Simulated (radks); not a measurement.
Values are calculated unless marked as measured or tabulated.
The niobium ion Nb35+, configuration [He] 2s2 2p2. Level of theory: scalar-relativistic Kohn-Sham, r2SCAN, spin-polarised, spherical densities, finite nucleus; open shells are filled with parallel spins first (spin-orbit coupling, left out, can overturn this in heavy ions); meta-GGA in the generalised Kohn-Sham scheme; Fermi nuclear charge, rms radius 4.324 fm (a radial shooting solver on a logarithmic mesh with Libxc functionals).

Normalised radial functions P(r) = r R(r), r in bohr:

r	1s down	2s up	2p down
0.001227	0.7021	0.2434	0.0042
0.001351	0.7656	0.2653	0.0050
0.001487	0.8344	0.2891	0.0059
0.001637	0.9089	0.3148	0.0071
0.001802	0.9893	0.3426	0.0084
0.001983	1.0762	0.3726	0.0100
0.002183	1.1699	0.4048	0.0118
0.002403	1.2706	0.4394	0.0141
0.002645	1.3787	0.4766	0.0167
0.002911	1.4946	0.5163	0.0199
0.003205	1.6184	0.5586	0.0237
0.0035	1.7391	0.5998	0.0278
0.003852	1.8786	0.6473	0.0330
0.00424	2.0264	0.6973	0.0393
0.004668	2.1822	0.7499	0.0467
0.005138	2.3460	0.8049	0.0554
0.005656	2.5171	0.8619	0.0658
0.006225	2.6951	0.9206	0.0781
0.006853	2.8788	0.9807	0.0927
0.007543	3.0671	1.0413	0.1098
0.008303	3.2584	1.1018	0.1300
0.00914	3.4510	1.1613	0.1536
0.01006	3.6423	1.2185	0.1814
0.01107	3.8298	1.2720	0.2139
0.01219	4.0102	1.3202	0.2517
0.01342	4.1800	1.3613	0.2956
0.01477	4.3351	1.3930	0.3464
0.01626	4.4711	1.4129	0.4049
0.0179	4.5835	1.4183	0.4720
0.0197	4.6674	1.4062	0.5485
0.02169	4.7179	1.3737	0.6353
0.02387	4.7306	1.3174	0.7331
0.02607	4.7055	1.2424	0.8328
0.02869	4.6347	1.1323	0.9529
0.03158	4.5166	0.9902	1.0848
0.03477	4.3501	0.8142	1.2282
0.03827	4.1359	0.6033	1.3819
0.04212	3.8769	0.3577	1.5443
0.04637	3.5777	0.0790	1.7129
0.05104	3.2455	-0.2293	1.8846
0.05618	2.8891	-0.5615	2.0558
0.06185	2.5191	-0.9096	2.2212
0.06808	2.1469	-1.2632	2.3745
0.07494	1.7844	-1.6098	2.5087
0.08249	1.4427	-1.9351	2.6163
0.0908	1.1318	-2.2240	2.6900
0.09995	0.8592	-2.4614	2.7232
0.11	0.6300	-2.6335	2.7108
0.1211	0.4439	-2.7290	2.6485
0.1333	0.2992	-2.7407	2.5345
0.1467	0.1921	-2.6669	2.3707
0.1615	0.1169	-2.5122	2.1626
0.1778	0.0671	-2.2874	1.9191
0.1942	0.0381	-2.0339	1.6749
0.2137	0.0192	-1.7249	1.3986
0.2352	0.0090	-1.4041	1.1260
0.259	0.0039	-1.0934	0.8710
0.285	0.0015	-0.8114	0.6445
0.3138	0.0005	-0.5715	0.4543
0.3454	0.0002	-0.3802	0.3036
0.3802	0.0000	-0.2377	0.1913
0.4185	0.0000	-0.1388	0.1129
0.4606	0.0000	-0.0752	0.0621
0.5071	0.0000	-0.0376	0.0316

1s down: eigenvalue -21488 eV, 0 radial nodes, <r> = 0.0359 bohr, 90 % of the charge inside 0.0643 bohr. 2s up: eigenvalue -4903.7 eV, 1 radial node at r = 0.0476 bohr, <r> = 0.149 bohr, 90 % of the charge inside 0.229 bohr. 2p down (empty): eigenvalue -4636.1 eV, 0 radial nodes, <r> = 0.129 bohr, 90 % of the charge inside 0.209 bohr.
